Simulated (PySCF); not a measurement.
## Reading a saddle point

A first-order saddle point of CH7BSe, closed shell, PBE0-D4/def2-TZVP, with one imaginary mode of 821i cm⁻¹:

B1  (0.579, 0.575, 0.061)
C2  (-0.961, 0.160, -0.592)
H3  (0.432, 1.216, 1.055)
H4  (1.287, 0.940, -0.829)
H5  (0.114, -0.707, -0.053)
Se6  (1.595, -1.278, 0.670)
H7  (-0.985, -0.431, -1.510)
H8  (-1.706, -0.218, 0.110)
H9  (-1.236, 1.185, -0.854)
H10  (0.881, -1.441, 1.943)
(Å)

PySCF 2.14 with density fitting (its default auxiliary sets; JK sets also for MP2 and CCSD(T)); basis: def2-TZVPP and def2-QZVPP; cores frozen in the correlated methods. Filled d shells of the heavier atoms are correlated. The def2 sets are not built for correlating such inner shells, so the correlated values are less sure here. Extrapolation: Hartree–Fock as exp(−7.88 √X), correlation as X^−2.97.

Which contacts change along the imaginary mode, and what lies on either side? (Judge from chemistry; the calculation decides.)

By the calculation: The step is CH₅B ([BH2][CH3]) + H₂Se → BH₃Se ([BH2][SeH]) + CH₄, with the molecules in contact on both sides. Shortening one way: B1–Se6, C2–H5; lengthening the same way: B1–C2, H5–Se6.
| pair | one side (Å) | saddle (Å) | other side (Å) |
| --- | --- | --- | --- |
| B1–Se6 | 2.17 | 2.20 | 1.90 |
| C2–H5 | 3.22 | 1.48 | 1.09 |
| B1–C2 | 1.59 | 1.72 | 3.61 |
| H5–Se6 | 1.47 | 1.74 | 3.52 |

Which side is lower, and how far does the saddle lie above each? (An estimate is asked for; the value comes from the calculation.)

By the calculation: The side with B1–Se6, C2–H5 short is lower by 0.676 eV; the saddle lies 1.576 eV above it and 0.899 eV above the other (CCSD(T) at an estimated basis limit (MP2 extrapolated from triple and quadruple zeta, plus CCSD(T) − MP2 in triple zeta); electronic energies).

No T1 diagnostic of these runs exceeds 0.012. The end structure is not quite a true minimum (one mode of 39i cm⁻¹).

Labels in which every atom is bracketed show which atoms are joined, not bond orders.

For scale, one of the runs: CCSD(T)/def2-TZVPP, 208 basis functions, launched by `OMP_NUM_THREADS=4 python run.py`. Hardware: 4 CPU threads of an AMD EPYC 7R43, shared host. Wall time 7.7 min; peak host memory 3.3 GiB.
